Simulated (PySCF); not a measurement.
Level of theory: PySCF with ωB97X-D3(BJ)/def2-TZVP // PBE0-D3(BJ)/def2-TZVP. All species are isolated molecules in the gas phase. 

Reference species (SMILES): `C(F)=C=C` (neutral, multiplicity 1).

```yaml
HOMO–LUMO gap: 11.49 eV
```

Changed species: `FC1=CC1`.

Q: What does the change do to the HOMO–LUMO gap?

A: the HOMO–LUMO gap rises by 1.01 eV, to 12.50 eV.
